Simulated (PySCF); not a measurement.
`Cc1cocc(F)c1=O`. Structure optimised with GFN2-xTB, isolated species.

```
atom  x, y, z in Å
C1     2.0626    0.3527   -0.0193
C2     0.6201   -0.0277   -0.0201
C3     0.2023   -1.3012   -0.1396
O4    -1.0837   -1.6956   -0.1467
C5    -2.0217   -0.7525   -0.0273
C6    -1.7305    0.5565    0.1011
F7    -2.7431    1.4310    0.2153
C8    -0.3552    1.0675    0.1195
O9    -0.0524    2.2384    0.2328
H10    2.2584    1.0335   -0.8462
H11    2.2922    0.8934    0.8975
H12    2.7048   -0.5189   -0.1016
H13    0.8765   -2.1399   -0.2434
H14   -3.0311   -1.1376   -0.0441
```

(1) Which two atoms are farthest apart?

(2) Work out the bond lengths C1–H10, C1–H11, C1–H12, C2–C8, C3–H13, C5–C6, C6–C8 in Å.

(3) How far apart are these pairs, which share no bond: C1···O4, C2···C6, O4···C6, C6···H10, H13···H14?

(4) Where is the centre of mass (commonest isotopes), and what is the radius of gyration?

(5) What are the angles C2–C1–H11, C2–C3–H13, O4–C3–H13, O4–C5–H14, C5–C6–C8?

(6) Give the dihedral angles C5–C6–C8–O9, C8–C2–C3–H13, C3–C2–C8–C6, C1–C2–C3–H13, H12–C1–C2–C8, O4–C5–C6–C8.

(7) How far are the heavy atoms from their best plane (unweighted least squares)?

## Answers

(1) F7···H12, 5.80 Å; the next longest distance is 5.77 Å.

(2) For C1–H10 the difference vector is (0.1958, 0.6808, -0.8269) Å, of length 1.0888 Å. C1–H10 1.089; C1–H11 1.089; C1–H12 1.086; C2–C8 1.473; C3–H13 1.081; C5–C6 1.347; C6–C8 1.467 Å.

(3) C1···O4 3.756 Å (3 bonds apart); C2···C6 2.425 Å (2 bonds apart); O4···C6 2.356 Å (2 bonds apart); C6···H10 4.127 Å (4 bonds apart); H13···H14 4.039 Å (4 bonds apart).

(4) Mass 128.027 u; centre at (-0.623, 0.256, 0.041) Å; Rg = √(Σ m r²/M) = 1.971 Å. As Ia + Ib + Ic = 2 Σ m r², the three principal moments sum to 994.6 u·Å².

(5) From the scalar product of the two bond vectors; for C2–C1–H11 it is -0.5376 Å² over 1.4918 × 1.0889 Å², cos θ = -0.3310. C2–C1–H11 109.3°; C2–C3–H13 123.3°; O4–C3–H13 111.6°; O4–C5–H14 113.8°; C5–C6–C8 122.8°.

(6) C5–C6–C8–O9 180° (antiperiplanar); C8–C2–C3–H13 180° (antiperiplanar); C3–C2–C8–C6 0° (synperiplanar); C1–C2–C3–H13 0° (synperiplanar); H12–C1–C2–C8 179° (antiperiplanar); O4–C5–C6–C8 0° (synperiplanar). Dihedral signs follow IUPAC: positive where, seen along the central bond, the front bond turns clockwise onto the rear one.

(7) 0.001 Å rms; none is more than 0.002 Å off.

The point group is Cs within 0.08 Å; differences among equivalent distances and angles are scatter left by the optimiser. No frequency check.

All values are computed, not measured.
